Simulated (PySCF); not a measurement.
## How the method changes the constants of MgSn

State: ³Σ⁻ (triplet), unpaired electrons π ↑↑. Set-up: basis Mg def2-SVP, Sn def2-SVP with ECP28; scalar-relativistic core potentials; PySCF 2.14. De refers to Mg + Sn in their high-spin ground configurations, without counterpoise correction. The functionals are run spin-unrestricted. A positive dipole means Mg(−)Sn(+). Levels whose curve was spin-contaminated or gave no clean fit are not listed.

```json
{"Level": "ROHF", "Re (Å)": "3.050", "ωe (cm⁻¹)": "116", "De (eV)": "0.180", "μ (D)": "-3.04", "CPU s a point (SCF and correlation, without the integrals)": "0.079"}
{"Level": "ROHF-MP2", "Re (Å)": "2.789", "ωe (cm⁻¹)": "216", "De (eV)": "0.68", "μ (D)": "n/a", "CPU s a point (SCF and correlation, without the integrals)": "0.18"}
{"Level": "ROHF-SCS-MP2", "Re (Å)": "2.829", "ωe (cm⁻¹)": "197", "De (eV)": "0.54", "μ (D)": "n/a", "CPU s a point (SCF and correlation, without the integrals)": "n/a"}
{"Level": "ROHF-CCSD", "Re (Å)": "2.842", "ωe (cm⁻¹)": "201", "De (eV)": "0.58", "μ (D)": "n/a", "CPU s a point (SCF and correlation, without the integrals)": "n/a"}
{"Level": "ROHF-CCSD(T)", "Re (Å)": "2.819", "ωe (cm⁻¹)": "213", "De (eV)": "0.69", "μ (D)": "n/a", "CPU s a point (SCF and correlation, without the integrals)": "12"}
{"Level": "LDA", "Re (Å)": "2.714", "ωe (cm⁻¹)": "240", "De (eV)": "1.31", "μ (D)": "-2.82", "CPU s a point (SCF and correlation, without the integrals)": "0.45"}
{"Level": "PBE", "Re (Å)": "2.779", "ωe (cm⁻¹)": "221", "De (eV)": "1.02", "μ (D)": "-2.67", "CPU s a point (SCF and correlation, without the integrals)": "0.74"}
{"Level": "TPSS", "Re (Å)": "2.773", "ωe (cm⁻¹)": "224", "De (eV)": "1.00", "μ (D)": "-2.77", "CPU s a point (SCF and correlation, without the integrals)": "1.2"}
{"Level": "PBE0", "Re (Å)": "2.780", "ωe (cm⁻¹)": "219", "De (eV)": "0.92", "μ (D)": "-2.97", "CPU s a point (SCF and correlation, without the integrals)": "1.2"}
{"Level": "MN15", "Re (Å)": "2.785", "ωe (cm⁻¹)": "213", "De (eV)": "0.98", "μ (D)": "-3.11", "CPU s a point (SCF and correlation, without the integrals)": "1.1"}
```

Q: Which functional lies closest to ROHF-CCSD(T) in De, which farthest, and by how much do they differ from it?

A: Closest is PBE0 (-3.9 pm in Re, +2.8 % in ωe, +0.23 eV in De against ROHF-CCSD(T) in the same basis), farthest LDA (-10.5 pm in Re, +12.7 % in ωe, +0.62 eV in De). CCSD(T) converges more slowly with the basis than the functionals do and binds too weakly in this one, so the order can change at the basis-set limit.

Q: What does a quarter of exact exchange do here, going from PBE to PBE0?

A: PBE0 less PBE: +0.1 pm in Re, -0.9 % in ωe, -0.10 eV in De. Exact exchange removes part of the self-interaction that spreads semilocal densities, and in most molecules shortens and stiffens the bond and lowers De; here ωe goes the other way.

Q: What does second-order correlation do here, going from ROHF to ROHF-MP2?

A: ROHF-MP2 less ROHF: -26.1 pm in Re, +86.2 % in ωe, +0.50 eV in De. Correlation nearly always deepens the well. The bond shortens, as in weak, metallic or heavy-atom bonds, where dispersion and the correlation of outer-core electrons pull the atoms together.

Correlated steps freeze 5 core orbitals. Correlated levels converge slowly with the basis: in double zeta they bind strong bonds too weakly, by up to about 1 eV, and carry superposition errors of some tenths. These are scalar-relativistic numbers at best; spin–orbit coupling would shift them, the dissociation energy most. UHF is strongly spin-contaminated for MgSn, so the ROHF reference used there is far from stable. The state was picked by a PBE0 search and need not be the measured ground state.

The whole job (state search and all levels along the bond) took about 3.7 min on 1 thread of Arm Neoverse N1 (shared host), peak memory 0.53 GiB.
